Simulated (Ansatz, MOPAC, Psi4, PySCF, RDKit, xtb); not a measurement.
Pair of molecules: AsH3 (SMILES [AsH3]) (first 4 atoms) with H2Se (SMILES [SeH2]); geometry from B3LYP-D3(BJ)/def2-TZVP, rigid monomers moved along the line of their centres of mass till As1···Se5 is 5.22 Å.
(charge 0, multiplicity 1):
```xyz
7

As    -0.189    -0.118    -0.355
H     -0.153    -0.090    -1.881
H      1.310     0.133    -0.251
H     -0.507     1.369    -0.270
Se     0.012    -0.691     4.829
H     -1.432    -0.759     4.567
H     -0.219    -0.182     6.191
```

```
level                                                     interaction energy (kcal/mol)  minus MP2/CBS(aug-cc-pVDZ, aug-cc-pVTZ) + ΔCCSD(T)/aug-cc-pVDZ  cost
--------------------------------------------------------  -----------------------------  --------------------------------------------------------------  ----
UFF                                                                               -0.21                                                            0.16     -
PM3                                                                                0.07                                                            0.44     -
PM7                                                                               -0.08                                                            0.30     -
GFN2-xTB                                                                          -0.42                                                           -0.05     -
HF/6-31G* (no counterpoise)                                                       -0.17                                                            0.20     -
HF/aug-cc-pVDZ                                                                    -0.13                                                            0.24     -
HF/aug-cc-pVTZ                                                                    -0.12                                                            0.25     -
B3LYP-D3(BJ)/def2-TZVPPD                                                          -0.43                                                           -0.05    ×1
PBE0-D4/def2-TZVPPD                                                               -0.48                                                           -0.10    ×2
wB97M-V/def2-TZVPPD                                                               -0.35                                                            0.03    ×4
MP2/CBS(aug-cc-pVDZ, aug-cc-pVTZ)                                                 -0.42                                                           -0.04     -
CCSD(T)/aug-cc-pVDZ                                                               -0.36                                                            0.02    ×3
MP2/CBS(aug-cc-pVDZ, aug-cc-pVTZ) + ΔCCSD(T)/aug-cc-pVDZ                          -0.37                                                            0.00    ×6
SAPT0/aug-cc-pVDZ                                                                 -0.43                                                           -0.05     -
```

 The comparison column counts from a level with limits of its own.

The rows run from -0.48 (PBE0-D4/def2-TZVPPD) to 0.07 kcal/mol (PM3).

Monomers are frozen at their geometry in the pair; levels with a basis set take the counterpoise correction. Rows marked so take none. RDKit's UFF carries no charges.

Frozen-core correlation. Filled d and f shells under p-block atoms count as core. CBS: X⁻³ extrapolation of the correlation energy, Hartree–Fock from the larger set. Rows in 6-31G* carry no dispersion term and start afresh at each structure (6-31G* with six Cartesian d functions); the Pople sets are all-electron and without relativity. The state reached by PM3, PM7 isn't checked; PM7 holds dispersion and hydrogen-bond terms.

Codes used: Ansatz (Gaussian orbitals); MOPAC for PM3, PM7 (differences of heats of formation); Psi4 for SAPT; PySCF for 6-31G* rows, the dispersion terms; RDKit for the force fields; xtb for the GFN methods. Values without a source in brackets are computed.

Costs are rough ratios of core time to PBE/def2-TZVPPD (about 9 s over the structures, on one shared machine); a dash marks a level with no comparable run of its own.

Ansatz is a first-principles code.
